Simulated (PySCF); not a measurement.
Cost of one run: shielding job, `O=C([O-])c1ccccc1Cl`.

Method: GIAO PBE0/pcSseg-1 NMR shielding, non-relativistic, gas phase (PySCF 2.14.0, density-fitted response routines). Geometry: GFN2-xTB. Work: shieldings, ring-centre shieldings, charges and field gradients, density fitting. The input is one job of a driver script: a line of settings, then coordinates in Å.

Input:
```
{"job": {"kind": "nmr", "xc": "PBE0", "basis": "pcSseg-1"}, "charge": -1, "multiplicity": 1}
O      3.066263     0.878679     0.319767
C      2.435541    -0.132720     0.009104
O      2.844305    -1.253909    -0.312625
C      0.853311    -0.007745     0.013562
C      0.132376    -1.144118    -0.337788
C     -1.247758    -1.158695    -0.370298
C     -1.951186    -0.009749    -0.044683
C     -1.264470     1.136430     0.309089
C      0.124209     1.128791     0.335720
Cl     0.901885     2.606965     0.790212
H      0.712975    -2.022049    -0.586869
H     -1.779523    -2.060330    -0.647872
H     -3.033704    -0.004184    -0.065319
H     -1.794903     2.042162     0.565833
```

Hardware: one thread, x86-64 server, on a shared host.

Question: How large is the basis?

Answer: 197 functions for 80 electrons, with 1040 fitting functions; the fitted three-index integrals, 1040 × 197 × 198/2 numbers of 8 bytes, come to 150 MiB.

Question: How long does the run take?

Answer: About 32 s. The SCF took 16 cycles.

Question: At this speed, how long would 1000 such jobs take on 8 cores, one job a core?

Answer: 1000/8 gives 125 rounds of 32 s, about 67 min of wall time and 8.9 core-hours, if the jobs don't slow each other.

The SCF part of the output:
```
coarse grid: 13880 points
cycle   1  E = -878.8576542686  dE =  1.959e+00  |g| = 1.100e+00  |ddm| = 4.064e+00
cycle   2  E = -876.1705049790  dE =  2.687e+00  |g| = 3.105e+00  |ddm| = 5.059e+00
cycle   3  E = -878.9806901006  dE = -2.810e+00  |g| = 6.435e-01  |ddm| = 4.656e+00
cycle   4  E = -879.0916046268  dE = -1.109e-01  |g| = 1.718e-01  |ddm| = 9.358e-01
cycle   5  E = -879.0936001373  dE = -1.996e-03  |g| = 1.560e-01  |ddm| = 4.060e-01
cycle   6  E = -879.0982626508  dE = -4.663e-03  |g| = 4.293e-02  |ddm| = 2.126e-01
cycle   7  E = -879.0985792409  dE = -3.166e-04  |g| = 1.350e-02  |ddm| = 5.529e-02
cycle   8  E = -879.0986166667  dE = -3.743e-05  |g| = 5.086e-03  |ddm| = 1.994e-02
cycle   9  E = -879.0986229499  dE = -6.283e-06  |g| = 1.328e-03  |ddm| = 6.742e-03
final grid: 134112 points
cycle  10  E = -879.1772852367  dE = -2.437e-05  |g| = 1.136e-02  |ddm| = 5.661e-02
cycle  11  E = -879.1772537870  dE =  3.145e-05  |g| = 1.707e-02  |ddm| = 3.271e-02
cycle  12  E = -879.1773095088  dE = -5.572e-05  |g| = 1.351e-03  |ddm| = 2.089e-02
cycle  13  E = -879.1773098011  dE = -2.923e-07  |g| = 4.269e-04  |ddm| = 1.524e-03
cycle  14  E = -879.1773098453  dE = -4.416e-08  |g| = 1.481e-04  |ddm| = 6.293e-04
cycle  15  E = -879.1773098510  dE = -5.702e-09  |g| = 4.016e-05  |ddm| = 2.393e-04
cycle  16  E = -879.1773098513  dE = -2.908e-10  |g| = 1.745e-05  |ddm| = 5.358e-05
converged SCF energy = -879.1773098513
```

On the final grid dE counts from the start density on that grid.

Other jobs ran on the host; a repeat could differ by tens of per cent or more.
